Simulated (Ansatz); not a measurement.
Cost and result for the atomization energy of `C=NB(C)[SiH3]` (13 atoms, 12 bonds).

Cartesian coordinates in Å:
```
C 0.2007 0.4746 -2.3955
N 0.0317 0.1434 -1.2091
B -0.1325 -0.1879 0.0910
C -1.0205 -1.4140 0.5379
Si 0.8317 0.9912 1.4286
H 1.0246 0.0693 -2.9892
H -0.4680 1.1852 -2.8890
H -0.4204 -2.1268 1.1123
H -1.4752 -1.9442 -0.3015
H -1.8184 -1.0804 1.2088
H 1.7671 0.1839 2.2656
H -0.1407 1.6308 2.3627
H 1.6198 2.0749 0.7772
```

Charge 0, multiplicity 1. Geometry: relaxed with PBE0-D4/def2-TZVP. It is one conformer, not always the lowest. Program: Ansatz. All runs use 4 threads of an Intel Xeon Platinum 8175M on a shared host. Times are those of one run each, without the atoms' runs, and a repeat can differ threefold. Electronic energies, without spin–orbit coupling; frozen cores. CCSD(T)/CBS adds CCSD(T) − MP2 in def2-TZVPP to the MP2 limit, and its time is that of the two runs behind it. T1 = 0.015. B3LYP takes the VWN-RPA correlation (the form of Gaussian; ORCA's B3LYP/G).

CCSD(T)/CBS is a level of theory with its own doubt, some kJ/mol a heavy atom from the limit and from the frozen cores, so smaller differences don't rank the functionals.

```csv
level,functions,wall time,atomization (kJ/mol),difference from CCSD(T)/CBS,per bond
PBE-D4/def2-TZVPP (with forces),278,4 s,4920.4,119.2,9.9
PBE0-D4/def2-TZVPP,278,4 s,4842.0,40.8,3.4
r2SCAN-D4/def2-TZVPP (with forces),278,6.5 s,4839.7,38.5,3.2
B3LYP-D4/def2-TZVPP (with forces),278,6.5 s,4852.4,51.2,4.3
B2PLYP/def2-TZVPP,278,7.5 s,4782.8,-18.4,-1.5
ωB97X-V/def2-TZVPP,278,9.5 s,4834.7,33.5,2.8
ωB97M-V/def2-TZVPP (with forces),278,13 s,4834.8,33.6,2.8
MP2/def2-QZVPP,538,37 s,4794.9,-6.3,-0.5
CCSD(T)/def2-TZVPP,278,2.2 min,4686.7,-114.5,-9.5
CCSD(T)/CBS(def2),–,2.8 min,4801.2,0.0,0.0
```

The D4 term adds +39.5 kJ/mol with B3LYP and +21.1 kJ/mol with PBE0; it sums over pairs of atoms, weighted by their polarisabilities, and B3LYP, whose exchange is more repulsive, gets the larger term. In def2-TZVPP, CCSD(T) changes the Hartree–Fock value by +1113.2 kJ/mol (the triples alone add +66.3 kJ/mol) and MP2 by +1153.6 kJ/mol; breaking electron pairs costs correlation energy, which Hartree–Fock lacks. From PBE to PBE0 (25 % exact exchange), in def2-TZVPP and without D4, the atomization energy moves by −74.8 kJ/mol: exact exchange takes away binding that semilocal exchange gives to molecules.
